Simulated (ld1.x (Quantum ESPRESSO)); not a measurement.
oxygen (O): excitation energies, all-electron against TM

```json
{
 "Element": "oxygen",
 "Generator": "ld1.x (Quantum ESPRESSO) 7.5",
 "Type": "norm-conserving Troullier–Martins (Kleinman–Bylander form)",
 "Functional": "LDA (PZ)",
 "Relativity": "scalar-relativistic",
 "Frozen core": "[He]",
 "Valence charge": "6",
 "Reference configuration": "2s2 2p3.75 (charge +0.25)",
 "Partial waves": "2s (bound): rc 0.75 bohr; 2p (bound): rc 2.15 bohr",
 "Local potential": "all-electron potential smoothed inside 0.65 bohr (lloc = -1)",
 "Core correction": "a·sin(br)/r model core, default radius (core density twice the valence density)"
}
```

Energies are relative to the spin-unpolarised reference configuration 2s2 2p3.75; without spin polarisation the order of configurations can differ from experiment. Spin-polarised rows fill each open shell by Hund’s rule, majority spin first.

```tsv
valence configuration	charge	ΔE all-electron (eV)	error AE − PS (meV)
2s2 2p4	0	-2.731	+3.0
2s2 2p3	+1	13.853	+67
2s2 2p2	+2	47.561	+698
2s1 2p4	+1	28.691	-154
2s0 2p6	0	26.497	+48
2s1 2p5	0	11.853	+34
2s2 2p1	+3	101.525	+2773
2s2 2p4 (spin-polarised)	0	-4.140	-34
```

(1) What are ΔE and the potential's error for 2s2 2p3.75 (spin-polarised)?

Levels in the configuration 2s2 2p3.75 (spin-polarised):

| level | all-electron (eV) | pseudo (eV) |
| --- | --- | --- |
| 2s up | -28.628 | -28.685 |
| 2p up | -13.956 | -13.953 |
| 2s down | -25.157 | -25.145 |
| 2p down | -10.586 | -10.668 |

Results:

(1) ΔE = -1.886 eV all-electron; the error (AE − PS) is -54 meV.
